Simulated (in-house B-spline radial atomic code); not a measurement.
Cd⁺. Computed with a B-spline radial atomic code. Model: all-electron spherical atom, spin shells full or empty, radial basis limit, no spin-orbit coupling: exact exchange with a local potential (Slater, KLI or optimised effective potential, whose far tail is KLI's), no correlation.

Empty minority-spin level lies below the highest occupied level: each spin potential is zero at infinity, spin occupations fixed.

The run also made RPA and GW results, which its time includes.

The Slater potential averages the orbital exchange potentials with the orbital densities as weights, KLI adds orbital constants, and the optimised effective potential minimises the exact-exchange energy among local potentials. So their energies lie above Hartree-Fock in the order OEP, KLI, Slater. All fall off as −1/r, unlike LDA and GGA exchange.

Command:
```bash
python run_gw.py task.json out
```
Settings (nuclear radius in fm, other lengths in bohr, energies in hartree):
```
Z                      48
electrons              47
configuration          [Kr] 4d10 5s1
hamiltonian            x2c
method                 kli
lmax                   9
rms_radius             4.6087
spin_polarised         True
box_radius             23.78
intervals              104
ion_configuration      [Kr] 4d10
```

Time taken, with all properties: 19 s on 1 thread of Intel(R) Xeon(R) Platinum 8488C (Sapphire Rapids) (shared host).

Given: hamiltonian one-electron scalar X2C; mean-field start exchange-only KLI.

Computed: energy above Hartree-Fock 23.265 millihartree.

| radius (bohr) | r times exchange potential up (hartree bohr) | r times exchange potential down (hartree bohr) |
| --- | --- | --- |
| 0.00104 | -0.044784 | -0.044966 |
| 0.00132 | -0.056692 | -0.056923 |
| 0.00167 | -0.071456 | -0.071749 |
| 0.00211 | -0.089787 | -0.090157 |
| 0.00267 | -0.11271 | -0.11318 |
| 0.00338 | -0.14103 | -0.14162 |
| 0.00427 | -0.17522 | -0.17597 |
| 0.0054 | -0.21636 | -0.21731 |
| 0.00683 | -0.26454 | -0.26575 |
| 0.00865 | -0.31936 | -0.3209 |
| 0.0109 | -0.37708 | -0.37903 |
| 0.0138 | -0.43582 | -0.4383 |
| 0.0175 | -0.48778 | -0.49094 |
| 0.0221 | -0.52272 | -0.52676 |
| 0.028 | -0.534 | -0.53918 |
| 0.0354 | -0.52672 | -0.53336 |
| 0.0448 | -0.54118 | -0.54962 |
| 0.0567 | -0.62781 | -0.63843 |
| 0.0718 | -0.7653 | -0.77865 |
| 0.0908 | -0.88423 | -0.90116 |
| 0.115 | -0.93057 | -0.95233 |
| 0.145 | -0.89566 | -0.92371 |
| 0.184 | -0.91185 | -0.94774 |
| 0.233 | ? | ? |
| 0.294 | -1.3016 | -1.3576 |
| 0.372 | -1.3045 | -1.3757 |
| 0.471 | -1.0698 | -1.1603 |
| 0.596 | -0.9001 | -1.0139 |
| 0.754 | -1.1486 | -1.2987 |
| 0.953 | ? | ? |
| 1.21 | -1.3394 | -1.5787 |
| 1.53 | -1.1934 | -1.4694 |
| 1.93 | -1.027 | -1.315 |
| 2.44 | -0.93645 | -1.1856 |
| 3.09 | -0.92797 | -1.1008 |
| 3.91 | -0.94978 | -1.0526 |
| 4.94 | -0.97026 | -1.0278 |

**Question.** What belongs in the row 0.233?

**Answer.** r times exchange potential up (hartree bohr): -1.1123; r times exchange potential down (hartree bohr): -1.157.

**Question.** What belongs in the row 0.953?

**Answer.** r times exchange potential up (hartree bohr): -1.3424; r times exchange potential down (hartree bohr): -1.5366.

```csv
occupied,level (hartree),Hartree-Fock level (hartree)
1s up,-973.23,-986.91
1s down,-973.41,-986.9
2s up,-144.94,-150.03
2s down,-145.13,-150.03
2p up,?,?
2p down,-130.35,-134.47
3s up,-27.476,-29.622
3s down,-27.667,-29.617
3p up,-22.616,-24.374
3p down,-22.807,-24.373
3d up,-14.983,-16.155
3d down,?,?
4s up,-4.2923,-5.0603
4s down,-4.4893,-5.0519
4p up,-2.8723,-3.4324
4p down,-3.0678,-3.4323
4d up,-0.84856,-1.0373
4d down,-1.0315,-1.0316
5s up,-0.5814,-0.57763
```

**Question.** What belongs in the row 2p up?

**Answer.** level (hartree): -130.16; Hartree-Fock level (hartree): -134.47.

**Question.** What belongs in the row 3d down?

**Answer.** level (hartree): -15.175; Hartree-Fock level (hartree): -16.156.

| empty | level (hartree) |
| --- | --- |
| 5s down | -0.68163 |
| 5p down | -0.44645 |
| 5p up | ? |
| 6s down | -0.25444 |
| 6s up | -0.23588 |
| 5d down | -0.21907 |
| 5d up | -0.20112 |
| 6p down | -0.1955 |

**Question.** What belongs in the row 5p up?

**Answer.** level (hartree): -0.38065.

The highest level, 5s up, differs from Hartree-Fock by -0.1 eV and the deepest, 1s down, by +367 eV: a local potential can match the highest level but can't give each shell its own exchange.
